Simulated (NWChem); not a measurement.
Molecule: CH4BFOSe; SMILES O(C)B([SeH])F

```xyz
9

B     -0.6135     0.6667     0.0000
F     -1.9299     0.8251     0.0000
O      0.1521     1.7671     0.0000
C      1.5567     1.7422     0.0000
H      1.9184     2.7792     0.0000
H      1.9497     1.2334     0.8963
H      1.9497     1.2334    -0.8963
Se     0.1537    -1.1414     0.0000
H     -1.1640    -1.7889     0.0000
```
Atoms are numbered in this order, from 1.

All runs: NWChem. Medium grid unless said otherwise, to which SCAN and Minnesota functionals are sensitive. Structure relaxed at the PBE0/def2-SVP level. B3LYP is NWChem's, with the RPA form of VWN correlation. Total energies of different functionals are on different scales.

```json
[
 {"level": "B3LYP/def2-SVP", "energy (Ha)": "-2641.6736", "highest occupied level (eV)": "-7.01", "orbital gap (eV)": "7.12", "dipole (D)": "1.73"},
 {"level": "PBE/def2-SVP", "energy (Ha)": "-2641.0028", "highest occupied level (eV)": "-6.08", "orbital gap (eV)": "5.53", "dipole (D)": "1.59"},
 {"level": "LC-BLYP (range parameter 0.33 per bohr)/def2-SVP", "energy (Ha)": "-2640.8189", "highest occupied level (eV)": "-9.47", "orbital gap (eV)": "11.85", "dipole (D)": "1.67"},
 {"level": "M06-L/def2-SVP", "energy (Ha)": "-2641.5228", "highest occupied level (eV)": "-6.33", "orbital gap (eV)": "6.23", "dipole (D)": "1.65"},
 {"level": "LDA (Slater exchange, VWN5)/def2-SVP", "energy (Ha)": "-2636.4079", "highest occupied level (eV)": "-6.22", "orbital gap (eV)": "5.49", "dipole (D)": "1.62"},
 {"level": "TPSS/def2-SVP", "energy (Ha)": "-2641.5993", "highest occupied level (eV)": "-6.21", "orbital gap (eV)": "5.80", "dipole (D)": "1.62"},
 {"level": "BLYP/def2-SVP", "energy (Ha)": "-2641.6077", "highest occupied level (eV)": "-5.86", "orbital gap (eV)": "5.42", "dipole (D)": "1.65"},
 {"level": "OLYP/def2-SVP", "energy (Ha)": "-2642.2347", "highest occupied level (eV)": "-5.91", "orbital gap (eV)": "5.54", "dipole (D)": "1.61"},
 {"level": "LC-wPBE (HJS exchange hole, range parameter 0.4 per bohr)/def2-SVP", "energy (Ha)": "-2641.1666", "highest occupied level (eV)": "-9.99", "orbital gap (eV)": "12.67", "dipole (D)": "1.64"}
]
```
